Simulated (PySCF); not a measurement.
**Electronic absorption of C4H9AsBN**

Compound: C₄H₉AsBN.
Numbering: `[CH:1]#[C:2][CH2:3][N:4]([CH3:5])[BH:6][AsH2:7]` (hydrogens: H8 on C1; H9, H10 on C3; H11, H12, H13 on C5; H14 on B6; H15, H16 on As7)

Theory: TDDFT wB97X-D/def2-SVPD, vertical, gas phase, core orbitals frozen in the response (PySCF). Geometry: PBE0-D3(BJ)/def2-SVP, one conformer, isolated molecule. The wB97X-D/def2-SVPD calculation is non-relativistic and has no spin–orbit coupling, an omission that weighs most on arsenic. Torsions of this conformer, `[CH:1]#[C:2][CH2:3][N:4]([CH3:5])[BH:6][AsH2:7]`: C2–C3–N4–C5 -73°, C3–N4–B6–As7 4°, H–As7–B6–N4 -56°, H–As7–B6–N4 -150°.

| state | E (eV) | ν̃ (cm⁻¹) | f | main configurations (H = HOMO, L = LUMO) |
| --- | --- | --- | --- | --- |
| S1 | 5.59 | 45110 | 0.060 | H→L (81%) |
| S2 | 6.22 | 50200 | 0.058 | H→L+1 (47%), H→L+2 (28%), H→L (8%) |
| S3 | 6.43 | 51890 | 0.0006 | H-2→L+3 (31%), H-2→L+2 (20%), H-2→L (14%) |
| S4 | 6.61 | 53310 | 0.155 | H→L+2 (39%), H→L+1 (23%), H→L+4 (19%) |
| S5 | 6.75 | 54410 | 0.081 | H-1→L (38%), H-3→L+3 (13%) |
| S6 | 6.86 | 55360 | 0.133 | H-1→L (34%), H-3→L (10%), H-2→L+3 (9%) |

The lowest singlet comes at 222 nm (540 kJ/mol) in the ultraviolet; it is of moderate strength; its leading configuration is HOMO→LUMO (81%). The most intense listed level is S4 at 6.61 eV (188 nm, f = 0.155), 1.02 eV above S1. Löwdin shares by element: HOMO arsenic 57%, boron 14%, nitrogen 9%, hydrogen 6% or more; LUMO boron 35%, arsenic 20%, nitrogen 13%, hydrogen 8% or more (atoms not listed hold the other 24%). The listed states span 1.27 eV, and the widest gap between neighbours is 0.63 eV (S1 to S2). Of the 6 states listed, 5 reach f = 0.01 and none stays under 0.0005. The oscillator strengths of these states sum to 0.488; summed over the whole spectrum of an exact calculation they would give the number of electrons, 78 (Thomas–Reiche–Kuhn). No computed singlet lies in the visible range (380 to 750 nm); the lowest, at 222 nm, stands 2.33 eV above its violet end (3.26 eV). The window holds the lowest 6 singlets.
